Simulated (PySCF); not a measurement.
## Zinc: highly charged ions in a basis for the neutral atom

Zn⁵⁺ [Ar] 3d7, Zn⁶⁺ [Ar] 3d6. All numbers are calculated (PySCF 2.14, scalar relativity by spin-free X2C-1e, in jorge-DZP-DKH). No spin-orbit coupling, so a gap to NIST mixes the basis error with missing relativistic terms.

Changed run: basis of the neutral atom used for a highly charged ion. This setting is unsound on purpose.

| species | method | sound run (hartree) | changed run (hartree) | converged |
| --- | --- | --- | --- | --- |
| Zn⁵⁺ | UHF | not run | -1786.66527 | yes |
| Zn⁵⁺ | LDA | not run | -1784.78779 | yes |
| Zn⁵⁺ | MN15 | not run | -1789.10784 | yes |
| Zn⁶⁺ | UHF | not run | -1782.61150 | yes |
| Zn⁶⁺ | LDA | not run | -1780.65047 | yes |
| Zn⁶⁺ | MN15 | not run | -1785.01550 | yes |

Ionisation energy of Zn⁵⁺:

| method | changed run (eV) | NIST (eV) |
| --- | --- | --- |
| UHF | 110.31 | 108 ± 1 |
| LDA | 112.58 | 108 ± 1 |
| MN15 | 111.36 | 108 ± 1 |

The contracted functions were made for the neutral atom and can be too rigid for a highly charged ion.
